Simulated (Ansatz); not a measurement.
`C[SiH2][SiH](F)F` + HCl → `C[SiH2][SiH](F)Cl` + H–F  (ligand exchange at the Si–F bond)

Gas-phase electronic energies from Ansatz, PBE0-D4/def2-TZVP geometries. CBS: MP2 limit from def2 TZ/QZ plus the TZ coupled-cluster correction, frozen cores. This one scheme is used for every species. DFT in def2-TZVPP. B3LYP here is the variant with VWN-RPA as its local correlation; programs differ in this. One conformer a species, not always the lowest.

`C[SiH2][SiH](F)F`:

Cartesian coordinates in Å:
```
C -1.091 0.011 1.344
Si 0.316 0.761 0.362
Si 0.804 -0.547 -1.520
F 1.177 -2.028 -1.055
F -0.502 -0.675 -2.430
H -0.831 -0.994 1.683
H -1.317 0.622 2.221
H -1.993 -0.058 0.732
H 1.558 0.857 1.179
H -0.024 2.130 -0.115
H 1.902 -0.080 -2.402
```

HCl:

Cartesian coordinates in Å:
```
Cl -0.353 -0.343 -0.408
H 0.353 0.343 0.408
```

`C[SiH2][SiH](F)Cl`:

Cartesian coordinates in Å:
```
C -0.229 -0.928 -1.429
Si -0.476 0.655 -0.461
Si 0.595 0.505 1.614
F 2.172 0.333 1.407
Cl -0.083 -1.183 2.572
H -0.611 -1.783 -0.867
H 0.832 -1.097 -1.627
H -0.754 -0.881 -2.385
H -1.918 0.905 -0.182
H 0.067 1.834 -1.191
H 0.404 1.640 2.549
```

H–F:

Z-matrix (Å, degrees):
```
F
H 1 0.920
```

```tsv
level	ΔE (kcal/mol)
PBE-D4	7.8
r2SCAN-D4	9.8
B3LYP-D4	10.1
r2SCAN	10.0
HF/def2-TZVPP	13.1
MP2/def2-TZVPP	8.9
HF/def2-QZVPP	13.6
SCS-MP2/def2-QZVPP	9.9
```

(1) What does CCSD(T)/CBS give? (An estimate is asked.)

Largest T1 diagnostic among the species: 0.012.

## Answers

(1) Ansatz gave: +9.1 kcal/mol. The listed levels differ from it by -1.3, 0.7, 1.0, 0.9, 4.0, -0.2, 4.5, 0.8 kcal/mol.

In def2-TZVPP, CCSD(T) changes the Hartree–Fock value by −2.8 kcal/mol (the triples alone add −0.6 kcal/mol) and MP2 by −4.2 kcal/mol. The D4 term adds −1.6 kcal/mol with B3LYP and −0.9 kcal/mol with PBE0; it sums over pairs of atoms, weighted by their polarisabilities, and B3LYP, whose exchange is more repulsive, gets the larger term.
